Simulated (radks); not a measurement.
Effect of the nuclear size on the germanium ion Ge+, [Ar] 3d10 4s2 4p1. Method: Dirac Kohn-Sham, exchange-only LDA, spin-unpolarised, spherical densities, finite nucleus; open shells are shared between the two j in proportion to 2j + 1; Fermi nuclear charge, rms radius 4.0742 fm; computed with a radial shooting solver on a logarithmic mesh with Libxc functionals. The rms radius is varied about that value; shifts are against it.

rms radius (fm),total energy shift (eV),density at nucleus (e/bohr^3),1s1/2 shift (meV),2s1/2 shift (meV),3p1/2 shift (meV)
3.2675,-0.121,3.201e+04,-51.4,-5.00,0.080
3.8135,-0.0418,3.169e+04,-17.8,-1.73,0.028
4.0742,0,3.156e+04,0.000,0.000,0.000
4.4042,0.0566,3.141e+04,24.1,2.34,-0.037
4.5875,0.0899,3.133e+04,38.2,3.71,-0.059

Slopes of the eigenvalues against <r^2> in GHz/fm^2, as finite differences over the two radii next to the reference (eigenvalue slopes, not the field-shift constants of lines): 1s1/2 2080, 2s1/2 203, 3p1/2 -3.24.
